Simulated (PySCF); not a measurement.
Simulation results for CH6BOSi, H6NSi2, ClFH2Si2

Calculation on a computer-drawn molecule: optimised geometry and harmonic frequencies of an isolated molecule of the commonest isotopes, restricted reference for singlets and unrestricted otherwise, frozen core in MP2. Program: PySCF 2.14.0.

Common to all runs: method HF; basis cc-pV(D+d)Z.

(1) CH6BOSi

Start structure:
```xyz
10
CH6BOSi
B     -2.2794    -1.8344    -2.5557
O     -1.7051    -1.7255    -1.3453
C     -0.6185    -0.9473    -1.0627
Si    -0.0423    -1.0386     0.6732
H     -1.8455    -1.2423    -3.5179
H     -3.1174    -2.6065    -2.6790
H     -0.2537    -0.3493    -1.8396
H      0.4043    -2.3736     1.0590
H     -1.0760    -0.6835     1.6196
H      1.0464    -0.0663     0.7598
```

- charge: 0
- multiplicity: 2
- rotational constants: 30.66, 2.579, 2.446 GHz
- total energy: -429.8307 hartree
- spin squared: 0.7616
- convergence status largest gradient component: 2.625e-05 hartree/bohr

Drawn bonds:
```tsv
atom	other atom	order
1	2	1
2	3	1
3	4	1
1	5	1
1	6	1
3	7	1
4	8	1
4	9	1
4	10	1
```

Optimised structure:
```xyz
10
CH6BOSi
B     -2.2638    -1.8600    -2.5959
O     -1.7122    -1.7896    -1.3650
C     -0.6573    -0.9768    -1.0471
Si    -0.0254    -1.0164     0.7033
H     -1.8310    -1.1847    -3.4915
H     -3.1828    -2.6129    -2.7381
H     -0.2727    -0.3718    -1.8630
H      0.4507    -2.3719     1.0631
H     -1.0896    -0.6284     1.6573
H      1.0968    -0.0548     0.7883
```

Modes:
```tsv
frequency (cm⁻¹)	reduced mass (dalton)
81.95	3.067
112	1.187
200.6	2.88
372.5	1.085
386.2	3.514
423.4	1.563
643.7	1.573
685.5	1.229
837.8	2.285
1016	1.044
1017	1.106
1039	1.09
1051	1.459
1129	1.358
1150	2.574
1322	1.443
1417	1.719
1465	2.619
2305	1.051
2314	1.047
2323	1.022
2675	1.054
2768	1.127
3299	1.087
```

(2) H6NSi2

Start structure:
```xyz
9
H6NSi2
Si     1.4216     1.8855    -0.7480
N      1.6499     0.7600     0.4978
Si     1.2526    -1.0302     0.5672
H      0.8822     1.3358    -1.9509
H      1.8201     3.2575    -0.4786
H      1.9602     1.0830     1.4215
H     -0.2082    -1.1224     0.3926
H      1.6149    -1.3495     1.9663
H      2.0285    -1.6567    -0.4285
```

* charge: 1
* multiplicity: 1
* rotational constants: 29.44, 3.085, 2.889 GHz
* total energy: -635.5949 hartree
* convergence status largest gradient component: 5.596e-06 hartree/bohr

Drawn bonds:
```tsv
atom	other atom	order
1	2	1
2	3	1
1	4	1
1	5	1
2	6	1
3	7	1
3	8	1
3	9	1
```

Optimised structure:
```xyz
9
H6NSi2
Si     1.6327     1.8026    -0.7188
N      1.3576     0.8147     0.5482
Si     1.1913    -1.0055     0.6262
H      1.7834     1.2202    -2.0459
H      1.7226     3.2424    -0.5043
H      1.2608     1.2710     1.4466
H     -0.1522    -1.2767     1.1480
H      2.2594    -1.4814     1.5113
H      1.3663    -1.4243    -0.7718
```

Modes:
```tsv
frequency (cm⁻¹)	reduced mass (dalton)
124.3	1.219
217.3	3.222
274.8	1.278
568.9	2.87
667.1	1.153
682.9	1.048
769.7	1.201
796.8	1.224
839.4	1.648
1006	1.128
1015	1.05
1016	1.164
1031	1.046
1113	2.042
1325	1.527
2376	1.024
2396	1.044
2404	1.055
2438	1.027
2482	1.061
3709	1.075
```

(3) ClFH2Si2

Start structure:
```xyz
6
ClFH2Si2
F      1.8597     0.9924    -0.2900
Si     1.1925     2.0195    -1.4380
Si    -0.2186     3.1255     0.0363
Cl    -0.4564     5.0534    -0.8597
H      0.3815     1.0374    -2.2266
H      2.3495     2.3294    -2.2514
```

* charge: 0
* multiplicity: 1
* rotational constants: 9.19, 1.492, 1.303 GHz
* total energy: -1138.0366 hartree
* convergence status largest gradient component: 1.226e-05 hartree/bohr

Drawn bonds:
```tsv
atom	other atom	order
1	2	1
2	3	1
3	4	1
2	5	1
2	6	1
```

Optimised structure:
```xyz
6
ClFH2Si2
F      1.8720     0.6603    -0.4824
Si     1.1959     1.9016    -1.2850
Si     0.0688     3.3743     0.2699
Cl    -0.5504     4.6778    -1.2755
H      0.2425     1.3317    -2.2601
H      2.2795     2.6119    -1.9963
```

Modes:
```tsv
frequency (cm⁻¹)	reduced mass (dalton)
62.75	5.152
108	11.36
209.9	19.78
406	1.23
448.5	10.39
504.5	30.19
789.3	1.102
864.3	5.57
938.2	1.303
1011	1.072
2320	1.029
2327	1.053
```
